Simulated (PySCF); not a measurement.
Species: C7H13P.
SMILES with atom numbers: `[CH3:1][C:2]#[C:3][PH:4][C:5]([CH3:6])([CH3:7])[CH3:8]` (hydrogens: H9, H10, H11 on C1; H12 on P4; H13, H14, H15 on C6; H16, H17, H18 on C7; H19, H20, H21 on C8)

All values: wB97X-D/def2-SVPD (PySCF, non-relativistic), on one gas-phase PBE0-D3(BJ)/def2-SVP geometry that isn't relaxed in the solvent. The solvent is an IEF-PCM continuum (van der Waals radii × 1.2), and excitations are vertical TDDFT with non-equilibrium linear response and a frozen core. Only the electrostatic response of the medium enters.

Gas-phase singlets (H = HOMO, L = LUMO):

```
state  E (eV)  λ (nm)      f           leading configurations
   S1   5.222     237  0.015                          H→L 81%
   S2   5.959     208  0.026  H→L+2 46%, H-1→L 29%, H→L+1 10%
   S3   6.470     192  0.024          H-1→L+2 56%, H-1→L+1 9%
   S4   6.490     191  0.015             H→L+1 59%, H→L+4 10%
   S5   6.874     180  0.157  H-2→L 27%, H→L+2 11%, H-1→L 10%
```

What are the lowest 5 singlets in acetonitrile (ε = 35.69)?

| state | E (eV) | λ (nm) | f | leading configurations | change by rank (eV) |
| --- | --- | --- | --- | --- | --- |
| S1 | 5.300 | 234 | 0.022 | H→L 85% | +0.078 |
| S2 | 5.989 | 207 | 0.040 | H→L+2 37%, H-1→L 28%, H→L+1 24% | +0.030 |
| S3 | 6.485 | 191 | 0.044 | H-1→L+2 45%, H-1→L+1 21% | +0.015 |
| S4 | 6.513 | 190 | 0.018 | H→L+1 54%, H→L+4 15%, H→L+2 13% | +0.023 |
| S5 | 6.914 | 179 | 0.310 | H-2→L 23%, H-1→L 16%, H→L+2 12% | +0.040 |

The ground-state energy changes by -0.162 eV from gas to acetonitrile. By how much does the total energy of gas-phase S1 change?

E(S1) = E(S0) + excitation energy, so it changes by -0.162 + 0.078 = -0.084 eV: it is lowered less than the ground state, which is what a blue shift means. This is the vertical state, with the slow part of the continuum still set for S0.

How do the frontier levels move from gas to acetonitrile?

```
orbital  gas (eV)  solvent (eV)  change (eV)                   Löwdin shares, gas              Löwdin shares, solvent
 LUMO+2      2.42          2.37        -0.05    P4 24 %, C3 18 %, C2 16 %, C8 7 %   P4 21 %, C2 18 %, C3 18 %, C1 8 %
 LUMO+1      2.16          2.16         0.00    C1 20 %, C2 16 %, C3 11 %, P4 8 %  C2 18 %, C3 16 %, P4 15 %, C1 12 %
   LUMO      1.81          1.76        -0.05  P4 24 %, C2 16 %, C3 16 %, H12 10 %  P4 26 %, C2 17 %, C3 17 %, H12 8 %
   HOMO     -8.23         -8.40        -0.17    P4 40 %, C3 18 %, C2 17 %, C5 8 %   P4 40 %, C3 18 %, C2 17 %, C5 8 %
 HOMO-1     -9.34         -9.43        -0.09     C3 34 %, C2 32 %, P4 8 %, C1 6 %    C3 33 %, C2 30 %, P4 8 %, C1 7 %
 HOMO-2    -10.29        -10.42        -0.13    C3 32 %, C2 22 %, P4 22 %, C6 6 %   C3 30 %, P4 21 %, C2 21 %, C6 7 %
 HOMO-3    -10.94        -10.95        -0.01   P4 19 %, C5 18 %, C7 12 %, C3 12 %  C5 18 %, P4 18 %, C7 12 %, C3 12 %
```

The HOMO–LUMO gap goes from 10.04 to 10.16 eV.

The run took 74 s on one thread, Arm Neoverse V2 (aarch64), shared host with 48 logical CPUs at a one-minute load of 35, and the process peaked at 1.4 GiB of memory. This is the whole response run at wB97X-D/def2-SVPD in acetonitrile, SCF included.

Shape of the structure used: `[CH3:1][C:2]#[C:3][PH:4][C:5]([CH3:6])([CH3:7])[CH3:8]`: C3–P4–C5–C6 -50°.

wB97X-D is run here without its empirical dispersion term; that term would change no orbital, density or response property at a fixed geometry.
